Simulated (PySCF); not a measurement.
## Dipole response of Ar⁺ (argon, charge +1)

[Ne] 3s2 3p5, 2P determinant. All numbers are calculated (PySCF 2.14, the spin-free X2C one-electron Hamiltonian (Gaussian nucleus), in aug-cc-pCVTZ-DK with one added diffuse shell each of s, p, d, f type (9s8p6d4f, 91 functions)). Coupled (time-dependent) response in atomic units; α is the mean over directions.

```
method  mean α (bohr³)         α xx, yy, zz  C₆ (like pair)  S(−4)
   UHF           6.801  6.676, 6.864, 6.864           30.62  9.612
   PBE           7.075  6.872, 7.176, 7.176           32.07  10.92
  PBE0           6.943  6.769, 7.030, 7.030           31.34  10.30
 TPSSh           6.945  6.766, 7.035, 7.035           31.57  10.21
  BP86           7.089  6.879, 7.193, 7.193           32.18  10.90
```

S(−4) is the Cauchy moment in α(ω) = α(0) + S(−4) ω² + …

α(iu) at PBE:

```json
{"u (hartree)": "0", "α(iu) (bohr³)": "7.075"}
{"u (hartree)": "0.0500", "α(iu) (bohr³)": "7.048"}
{"u (hartree)": "0.100", "α(iu) (bohr³)": "6.968"}
{"u (hartree)": "0.200", "α(iu) (bohr³)": "6.668"}
{"u (hartree)": "0.300", "α(iu) (bohr³)": "6.229"}
{"u (hartree)": "0.500", "α(iu) (bohr³)": "5.177"}
{"u (hartree)": "0.750", "α(iu) (bohr³)": "3.939"}
{"u (hartree)": "1.00", "α(iu) (bohr³)": "2.984"}
{"u (hartree)": "1.50", "α(iu) (bohr³)": "1.800"}
{"u (hartree)": "2.00", "α(iu) (bohr³)": "1.180"}
{"u (hartree)": "3.00", "α(iu) (bohr³)": "0.6173"}
{"u (hartree)": "5.00", "α(iu) (bohr³)": "0.2650"}
```

For an ion, C₆ is the dispersion term alone; charge-induced terms of lower order in 1/R come first.

The components differ because the open shell of this determinant is not spherical; for a pure term their mean is the scalar polarisability.
